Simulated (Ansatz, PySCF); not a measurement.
Species: CCl3, net charge 1, singlet state. 
Coordinates optimised at B3LYP-D3(BJ)/def2-TZVP (Ansatz, a program for electronic structure):
```
C
Cl 1 1.6512
Cl 1 1.6512 2 120.00
Cl 1 1.6512 2 120.00 3 180.00
```
Charge +1, spin multiplicity 1.

Total electronic energies in hartree. Correlated levels leave the core frozen unless marked. No spin-orbit coupling. No relativistic terms. CBS(X,Y): correlation extrapolated as X^-3; Hartree-Fock from the larger set. The bracket is a focal-point correction in the basis named.

| level | program | energy (Eh) |
|---|---|---|
| HF/6-31G | Ansatz | -1415.81215 |
| HF/aug-cc-pV(D+d)Z | Ansatz | -1416.03508 |
| HF/cc-pwCVTZ | Ansatz | -1416.08838 |
| RI-HF/cc-pV(Q+d)Z | Ansatz | -1416.10090 |
| PBE/def2-TZVPD | Ansatz | -1417.81139 |
| revPBE-D4/def2-TZVPD | Ansatz + dftd4 | -1418.17084 |
| B3LYP-D3(BJ)/def2-TZVPD | Ansatz + dftd3 | -1418.45300 |
| PBE0/6-31G* | Ansatz | -1417.79124 |
| PBE0-D3(BJ)/def2-TZVPD | Ansatz + dftd3 | -1417.91267 |
| PBE0/def2-TZVPD | Ansatz | -1417.90843 |
| BHLYP/def2-TZVPD | Ansatz | -1418.36969 |
| TPSSh-D3(BJ)/def2-TZVPD | PySCF + dftd3 | -1418.45947 |
| B2GP-PLYP-D4/def2-TZVPD | Ansatz + dftd4 | -1417.83545 |
| B2GP-PLYP/def2-TZVPD | Ansatz | -1417.83354 |
| PBE-QIDH/def2-TZVPD | Ansatz | … |
| RPA@PBE/cc-pV(Q+d)Z | Ansatz | -1417.32475 |
| RI-MP2/CBS(cc-pV(T+d)Z,cc-pV(Q+d)Z) | Ansatz | -1416.9229 |
| SCS-MP2/STO-3G | Ansatz | -1400.87506 |
| CCSD/cc-pVTZ | Ansatz | -1416.82999 |
| CCSD(T)/STO-3G | Ansatz | -1400.89403 |
| CCSD(T)/cc-pV(T+d)Z | Ansatz | -1416.87821 |
| RI-MP2/CBS(aug-cc-pV(T+d)Z,aug-cc-pV(Q+d)Z)+[CCSD(T)-MP2]/aug-cc-pV(T+d)Z | Ansatz | -1417.0054 |
| RI-MP2/CBS(cc-pV(T+d)Z,cc-pV(Q+d)Z)+[CCSD(T)-MP2]/cc-pV(T+d)Z | Ansatz | -1417.0024 |

### Question
Complete the blanks.

### Answer

- PBE-QIDH/def2-TZVPD, energy (Eh): -1417.64201
